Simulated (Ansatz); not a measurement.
System: CH₅BNO₂ (charge 0, doublet). It need not be the lowest isomer of its formula. 
Structure (B3LYP-D3(BJ)/def2-TZVP (Ansatz, a quantum-chemistry and plane-wave program) minimum search):
```
N
C 1 1.4236
H 2 1.0915 1 112.00
H 2 1.0997 3 109.63 1 -123.79
H 2 1.1017 3 108.06 4 -114.32
B 1 1.4448 2 121.05 3 -167.36
O 6 1.3681 1 119.89 2 51.51
H 7 0.9635 6 112.61 1 171.95
O 6 1.3732 7 119.39 8 -5.15
H 9 0.9625 6 112.52 7 174.75
```
Charge 0, spin multiplicity 2.

Total electronic energies in hartree. Correlated levels leave the core frozen unless marked. UHF or UKS for open shells. Spin-orbit coupling is left out. Non-relativistic. Basis-set limits of correlation are two-point, X^-3; Hartree-Fock from the larger set.

| level | program | energy (Eh) |
|---|---|---|
| HF/cc-pVTZ | Ansatz | -269.84192 |
| r2SCAN-D4/def2-TZVPD | Ansatz + dftd4 | ? |
| B3LYP-D3(BJ)/def2-TZVPD | Ansatz + dftd3 | -271.36959 |
| B3LYP/def2-TZVPD | Ansatz | -271.35980 |
| PBE0-D3(BJ)/def2-TZVPD | Ansatz + dftd3 | -271.04746 |
| PBE0-D4/def2-TZVP | Ansatz + dftd4 | ? |
| PBE0/def2-TZVPD | Ansatz | -271.04256 |
| HSE06-D4/def2-TZVPD | Ansatz + dftd4 | -271.03349 |
| HSE06/def2-TZVPD | Ansatz | -271.02910 |
| CAM-B3LYP/def2-TZVPD | Ansatz | -271.24397 |
| PBE-QIDH/def2-TZVPD | Ansatz | -270.99951 |
| RPA@PBE/cc-pVTZ | Ansatz | -271.25334 |
| SCS-MP2/cc-pVDZ | Ansatz | -270.46343 |
| CCSD/6-31G | Ansatz | -270.10532 |
| CCSD(T)/CBS(cc-pVTZ,cc-pVQZ) | Ansatz | -270.9563 |

**Question.** Some entries are withheld; supply them.

**Answer.** 
- r2SCAN-D4/def2-TZVPD, energy (Eh): -271.20925
- PBE0-D4/def2-TZVP, energy (Eh): -271.04499
